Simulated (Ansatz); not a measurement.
A set of 12 reactions (redistribution), with CCSD(T)/CBS values in kJ/mol:

```json
{"reaction": "`[SiH]Br` + `F[SiH2]O[SiH3]` → `[SiH3]O[Si]Br` + `F[SiH3]`", "ΔE": "-42.8"}
{"reaction": "`C[SiH2]S[SiH2]Cl` + `[CH3][Al]([OH])[SiH2]O` → `O[SiH2]S[SiH2]Cl` + `C[SiH2][Al]([CH3])[OH]`", "ΔE": "-22.6"}
{"reaction": "`[AlH2][O][SiH3]` + `CO[SiH2][AlH2]` → `[AlH2][O][SiH2][AlH2]` + `CO[SiH3]`", "ΔE": "5.0"}
{"reaction": "`[SH][Ti]([SH])([SH])[Cl]` + `[Cl][SnH2][Cl]` → `[SH][Ti]([SH])([Cl])[Cl]` + `[SH][SnH2][Cl]`", "ΔE": "-26.0"}
{"reaction": "`[CH3][Cd][OH]` + `[NH2][Cd][O][SiH3]` → `[OH][Cd][O][SiH3]` + `[CH3][Cd][NH2]`", "ΔE": "14.2"}
{"reaction": "`[SiH]Br` + `O[SiH2]B(F)Cl` → `[SiH]Cl` + `O[SiH2]B(F)Br`", "ΔE": "9.7"}
{"reaction": "`N[SiH](Cl)BO` + `BC=C` → `BBO` + `C=C[SiH](N)Cl`", "ΔE": "15.9"}
{"reaction": "`F[SiH2]OP` + `CC([SiH3])=C=N` → `C[SiH2]OP` + `N=C=C(F)[SiH3]`", "ΔE": "243.2"}
{"reaction": "`[F][Ge]([F])([Cl])[Br]` + `[CH3][Ge]([F])([F])[SiH3]` → `[F][Ge]([F])([SiH3])[Cl]` + `[CH3][Ge]([F])([F])[Br]`", "ΔE": "-30.2"}
{"reaction": "`[SiH3]O[SiH](Cl)Cl` + `C[CH2][Mg][O]C` → `CO[SiH](Cl)O[SiH3]` + `C[CH2][Mg][Cl]`", "ΔE": "-96.7"}
{"reaction": "`[CH3][AlH][S]C` + `[GeH3][S][GeH3]` → `[CH3][AlH][S][GeH3]` + `C[S][GeH3]`", "ΔE": "-8.1"}
{"reaction": "`O[SiH2]CCl` + `[OH][In]([SH])[SH]` → `S[SiH2]CCl` + `[OH][In]([OH])[SH]`", "ΔE": "97.2"}
```

Calculated with Ansatz (gas phase, PBE0-D4/def2-TZVP geometries, no zero-point term in ΔE). CCSD(T)/CBS adds triple-zeta CCSD(T) − MP2 to the extrapolated MP2 energy (def2 sets, frozen cores). This one scheme is used for every species. DFT in def2-TZVPP. B3LYP here is the variant with VWN-RPA as its local correlation; programs differ in this. Elements past krypton have def2 core potentials. For Br, Cd, Ge, In, Mg, Sn, Ti outer-core shells are correlated without core-valence functions, which leaves a few kJ/mol of doubt a bond. Scalar relativity is left out up to krypton. Each species was taken in one conformer, which may not be the lowest.

Task: Give the mean, mean absolute and largest difference (level minus CCSD(T)/CBS, kJ/mol) for: PBE-D4, PBE0-D4, B3LYP-D4, ωB97M-V, PBE, r2SCAN, B3LYP, HF/def2-TZVPP, MP2/def2-TZVPP, CCSD/def2-TZVPP, HF/def2-QZVPP, HF/CBS(def2), MP2/CBS(def2), CCSD/CBS(def2). (Best estimate.)

Result: Ansatz gave: 
```
          level  mean  mean absolute  largest
         PBE-D4  -2.4            5.3    -25.2
        PBE0-D4  -1.3            2.6    -14.6
       B3LYP-D4  -1.3            3.0    -11.9
        ωB97M-V  -1.6            2.5    -10.4
            PBE  -1.9            5.5    -25.9
         r2SCAN  -1.4            2.5    -11.3
          B3LYP  -0.3            3.0    -12.9
  HF/def2-TZVPP   1.2            6.8    -24.7
 MP2/def2-TZVPP   1.1            2.4     13.4
CCSD/def2-TZVPP   0.1            2.1     -6.9
  HF/def2-QZVPP   1.4            6.9    -24.4
   HF/CBS(def2)   1.5            7.0    -24.3
  MP2/CBS(def2)   1.3            2.8     16.2
 CCSD/CBS(def2)   0.3            1.3      3.6
```

The largest T1 diagnostic in the set is 0.028, for `[SH][Ti]([SH])([SH])[Cl]` (customary mark 0.02).

CCSD(T)/CBS is a level of theory with its own doubt, and the functionals carry their triple-zeta basis error, so these figures describe this set and don't rank the functionals.
